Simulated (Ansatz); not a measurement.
Mulliken charges of CH6OSSn (`O[CH2][SnH2][SH]`) from r2SCAN/def2-TZVPP in Ansatz (PBE0-D4/def2-TZVP geometry).

```csv
atom,x (Å),y (Å),z (Å),charge (e)
O1,-0.578,1.598,-0.687,-0.348
C2,-1.116,0.693,0.241,-0.124
Sn3,0.334,-0.868,0.673,0.630
S4,1.404,-1.030,-1.500,-0.433
H5,-0.167,1.093,-1.402,0.202
H6,-1.346,1.245,1.153,0.084
H7,-2.041,0.224,-0.116,0.083
H8,-0.319,-2.409,1.012,-0.113
H9,1.534,-0.436,1.807,-0.110
H10,2.379,-0.163,-1.179,0.129
```

Problem. By hand: the dipole of these point charges (1 e Å = 4.8032 D).

Solution. Σ q r = (-0.200, -0.100, 0.621) e Å, of length 0.660 e Å = 3.17 D.

Problem. How does the dipole of the full density compare? (An estimate is asked.)

Solution. Computed: (-0.095, -0.090, 0.296) e Å, 1.55 D; the point charges give 2.05 times that, at 7° from its direction.

Point charges leave out the atoms' own dipoles, such as those of lone pairs, and Mulliken's split depends on the basis, so the two needn't agree.
